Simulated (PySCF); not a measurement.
Atoms are numbered as in `[CH2:1]=[CH:2]/[CH:3]=[CH:4]\[CH2:5][O:6][CH3:7]`. Hydrogens are named by the atom that carries them. Ha(C1) is cis to C3; Hb(C1) is trans to C3.

GIAO PBE0/pcSseg-1 shifts (PySCF, gas phase, non-relativistic, equivalent atoms averaged), each against references optimised in the same way as the molecule (TMS, H2O).

On the GFN2-xTB geometry: C4 141.5, C2 140.2, C3 134.1, C1 124.7, C5 75.5, C7 61.1, O6 21.5, H(C2) 6.54, H(C3) 6.12, H(C4) 5.99, Ha(C1) 5.44, Hb(C1) 5.43, H(C5) 4.37, H(C7) 3.53 ppm.

What changes on the PBE0-D3(BJ)/def2-SVP geometry?

Answers


```json
{"atoms": "C4", "δ (ppm)": "141.7", "change": "+0.2"}
{"atoms": "C2", "δ (ppm)": "140.2", "change": "+0.0"}
{"atoms": "C3", "δ (ppm)": "133.2", "change": "-0.9"}
{"atoms": "C1", "δ (ppm)": "125.1", "change": "+0.4"}
{"atoms": "C5", "δ (ppm)": "72.8", "change": "-2.7"}
{"atoms": "C7", "δ (ppm)": "59.0", "change": "-2.1"}
{"atoms": "O6", "δ (ppm)": "17.9", "change": "-3.6"}
{"atoms": "H(C2)", "δ (ppm)": "6.37", "change": "-0.17"}
{"atoms": "H(C3)", "δ (ppm)": "5.95", "change": "-0.17"}
{"atoms": "H(C4)", "δ (ppm)": "5.82", "change": "-0.17"}
{"atoms": "Ha(C1)", "δ (ppm)": "5.34", "change": "-0.10"}
{"atoms": "Hb(C1)", "δ (ppm)": "5.38", "change": "-0.05"}
{"atoms": "H(C5)", "δ (ppm)": "4.06", "change": "-0.31"}
{"atoms": "H(C7)", "δ (ppm)": "3.28", "change": "-0.25"}
```

Bonds between heavy atoms that differ most (equivalent bonds averaged): C5–O6 1.410 → 1.396 Å, C1–C2 1.329 → 1.341 Å, O6–C7 1.401 → 1.391 Å, C3–C4 1.333 → 1.343 Å, C2–C3 1.446 → 1.454 Å. Mean change of bonds to hydrogen: C–H +0.012 Å.
